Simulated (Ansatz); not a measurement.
Ansatz (a program for electronic structure) input (B3LYP/STO-3G):

Ansatz 0.2 input:
```yaml
crystal:
  periodic: [false, false, false]
  atoms:
    - {symbol: Y, position_ang: [-0.00000000, -0.00000000, -0.30669767]}
    - {symbol: O, position_ang: [0.00000000, 0.00000000, 1.49515112]}
basis:
  gaussian:
    orbitals: STO-3G
hamiltonian:
  xc: {name: B3LYP}
total_charge: -1
```

From the last part of the output:

```
WARN ansatz: RAYON_NUM_THREADS=1 ignored (pool sized by the plan → 1); use --threads N
Functional definition: B3LYP
integrals: 0.01 GiB planned
384 factors; integrals over basis functions are off by at most 1.0e-4 eV
mean field: 0.09 GiB planned
mean field evaluation 1: about -91722.4449 eV, gradient 1.6e2 eV
mean field evaluation 2: about -91724.5900 eV, gradient 8.5e1 eV
mean field evaluation 4: about -91598.1954 eV, gradient 1.8e2 eV
mean field evaluation 8: about -91785.3935 eV, gradient 9.0e-2 eV
mean field evaluation 16: about -91785.3895 eV, gradient 3.2e-5 eV
mean field -91785.38948380 eV, -3373.0508491580 hartree, gradient 3.1e-5 eV, S^2 0.000000; 0 other end points of the search recorded, 0 dependent functions left out
reference -91785.38965051 eV, -3373.0508552846 hartree; 24, 24 occupied and 8, 8 virtual orbitals, 384 factors
Total energy: -91785.38965051 eV, -3373.0508552846 hartree
```

The dipole moment of an ion depends on the origin.
